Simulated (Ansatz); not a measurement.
System (SMILES): [BH] (BH) (closed-shell singlet).
Geometry (B3LYP-D3(BJ)/def2-TZVP, fixed):
```xyz
2

B      0.0000     0.0000    -0.2055
H      0.0000     0.0000     1.0276
```

Basis-set convergence of the dipole moment at HF with Ansatz (an electronic-structure program). Dipoles come from the density behind the forces; the sign is taken along the dipole that this method gives in the largest set. Cartesian d functions, on some or all atoms, in 6-31+G*; all else is spherical. The program fits the integrals of some runs and decomposes those of others, by size. A restricted Hartree-Fock determinant is unstable towards unrestricted orbitals. No added dispersion term, no relativity. Reference: the value in aug-cc-pV5Z, 1.739 D, itself unsure by roughly 0.002 D (its mean distance from aug-pcseg-3, aug-cc-pVQZ, def2-QZVPPD).

```
basis            functions  dipole moment (D)
---------------  ---------  -----------------
6-31G                   11              1.495
cc-pVDZ                 19         (withheld)
def2-SVP                19         (withheld)
pcseg-1                 19         (withheld)
6-31+G*                 21         (withheld)
def2-SVPD               28              1.818
aug-cc-pVDZ             32              1.747
pcseg-2                 44              1.741
jun-cc-pV(T+d)Z         53              1.742
pcseg-3                 93              1.746
def2-QZVPPD             96              1.740
aug-pcseg-3            134              1.744
cc-pV5Z                146              1.733
```

Q: Fill in the missing entries.

A: 
- cc-pVDZ, dipole moment (D): 1.668
- def2-SVP, dipole moment (D): 1.809
- pcseg-1, dipole moment (D): 1.661
- 6-31+G*, dipole moment (D): 1.769
